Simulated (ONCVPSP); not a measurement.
**Configuration tests for hafnium (ONCV)**

- Element: Hf (Z = 72)
- Generator: ONCVPSP 4.0.1
- Type: optimised norm-conserving Vanderbilt (ONCV)
- Functional: PBE
- Relativity: fully relativistic
- Frozen core: [Kr] 4d10
- Valence charge: 26
- Reference configuration: 4f14 5s2 5p6 5d2 6s1.75 6p0.25
- Partial waves: 5s+6s: rc 2.15 bohr, ncon 5, nbas 9, qcut 5.1 1/bohr, 2 projectors; 5p+6p: rc 2.10 bohr, ncon 4, nbas 7, qcut 6.2 1/bohr, 2 projectors; 5d: rc 2.00 bohr, ncon 4, nbas 7, qcut 4.3 1/bohr, 3 projectors, debl 1.7 Ha; 4f: rc 0.85 bohr, ncon 4, nbas 9, qcut 18.4 1/bohr, 3 projectors, debl 3.8 Ha
- Local potential: polynomial inside 0.70 bohr (lpopt 1, dvloc0 6 Ha)
- Core correction: Teter function, fcfact 4, rcfact 1.35

Open shells are filled in proportion to 2j + 1.

Energies are relative to the spin-unpolarised reference configuration 4f14 5s2 5p6 5d2 6s1.75 6p0.25; without spin polarisation the order of configurations can differ from experiment.

(1) Give the all-electron excitation energy and the error of the potential for: 4f14 5s2 5p6 5d2 6s2 6p0; 4f14 5s2 5p6 5d2 6s1 6p0; 4f14 5s2 5p6 5d2 6s0 6p0; 4f13 5s2 5p6 5d3 6s2 6p0.

Levels in the configuration 4f14 5s2 5p6 5d2 6s1 6p0:

| level | all-electron (eV) | pseudo (eV) |
| --- | --- | --- |
| 4f j=7/2 | -22.935 | -22.981 |
| 4f j=5/2 | -24.679 | -24.720 |
| 5s j=1/2 | -73.785 | -73.803 |
| 5p j=3/2 | -40.313 | -40.313 |
| 5p j=1/2 | -48.077 | -48.081 |
| 5d j=5/2 | -9.004 | -9.002 |
| 5d j=3/2 | -9.516 | -9.512 |
| 6s j=1/2 | -10.974 | -10.975 |

Note: ghosts flagged at negative energy: s at -180.5 eV, d3/2 at -1000.6 eV; GHOST(+) flagged for p3/2 at 25.0 eV, p1/2 at 62.1 eV. A true bound ghost makes a file unfit for plane-wave use.

## Answers

(1)

```tsv
valence configuration	charge	ΔE all-electron (eV)	error AE − PS (meV)
4f14 5s2 5p6 5d2 6s2 6p0	0	-0.928	0.0
4f14 5s2 5p6 5d2 6s1 6p0	+1	7.052	-0.5
4f14 5s2 5p6 5d2 6s0 6p0	+2	21.232	-3.8
4f13 5s2 5p6 5d3 6s2 6p0	0	16.461	-26
```
